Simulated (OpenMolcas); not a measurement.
**Se: Slater's ratio, the spin-orbit constant, worked from levels**

| Item | Value |
| --- | --- |
| Program | OpenMolcas |
| Basis | ANO-RCC-VDZP [5s4p2d] |
| Scalar Hamiltonian | DKH4, point nucleus |
| Active space | 6 electrons in 8 orbitals (4s 4p 5s 5p) |
| State averaging | 2S+1 = 3 even, 3 roots; 2S+1 = 1 even, 6 roots |
| Spin-orbit coupling | state interaction with AMFI integrals over the reference wave functions, term energies averaged over their components |

Methods: CASSCF; SS-CASPT2, IPEA 0.25 Eh, imaginary shift 0.1 Eh (closed shells correlated: 3d). Measured levels: NIST Handbook of Basic Atomic Spectroscopic Data.

**Slater's ratio.** With one set of orbitals, p4 has 1D - 3P = 6 F2 and 1S - 1D = 9 F2 (F2 = F²/25), a ratio of 3/2. Term energies are centres of gravity, weighted by 2J + 1.

```json
{"Source": "CASSCF", "1D - 3P": "10824", "1S - 3P": "20211", "F2 from the first": "1804", "Ratio": "0.867"}
{"Source": "SS-CASPT2", "1D - 3P": "10227", "1S - 3P": "22189", "F2 from the first": "1704", "Ratio": "1.170"}
{"Source": "measured", "1D - 3P": "8631", "1S - 3P": "21501", "F2 from the first": "1438", "Ratio": "1.491"}
```

Energies in cm-1. A ratio away from 3/2 shows effects beyond one configuration with one set of orbitals, and in heavier atoms second-order spin-orbit shifts. In CASSCF the valence s occupation is 1.95 in 1S against 2.00 in 1D: mixing out of s² acts most on 1S and pulls it down.

**The spin-orbit constant.** For the Hund term 3P of p4, E(J) = (A/2) J(J+1) + constant and ζ = -2S·A = -2A. From J = 0 to J = 2 the energy changes by 3 A.

```
   Source  E(2) - E(0)       A     ζ
   CASSCF      -2199.0  -733.0  1466
SS-CASPT2      -2234.2  -744.7  1489
 measured      -2534.4  -844.8  1690
```

All in cm-1. SS-CASPT2 is off by -11.8 % and CASSCF by -13.2 %. Both methods take the spin-orbit matrix elements from the reference wave functions, so the second can move ζ only through the term energies and any multistate remixing. Second-order mixing with other terms is absorbed into this ζ.

CASPT2 does not keep the components of a term degenerate, so their means are used; among the terms shown or strongly mixed into the levels shown the widest spread is 30 cm-1 (4s2 4p4 1D, SS-CASPT2). Active for correlation alone: 5p 5s; no level in the range computed is led by a configuration that fills them, so any true level of that kind is missing. Without dynamic correlation excited terms often stand tens of per cent too high (terms of higher spin than the ground term too low), and those without a measured partner can miss by more than the paired ones (holds for CASSCF). Some terms miss by over 15 % even with CASPT2, which points to a basis or an active space too small for the shells correlated (holds for SS-CASPT2). Computed and measured levels are paired by configuration, term and J; levels that our copy of the source lacks, or whose pairing is in doubt (as where it misses far off the trend of its configuration), stay unpaired and out of the deviations. Levels of configurations outside the active space are missing.
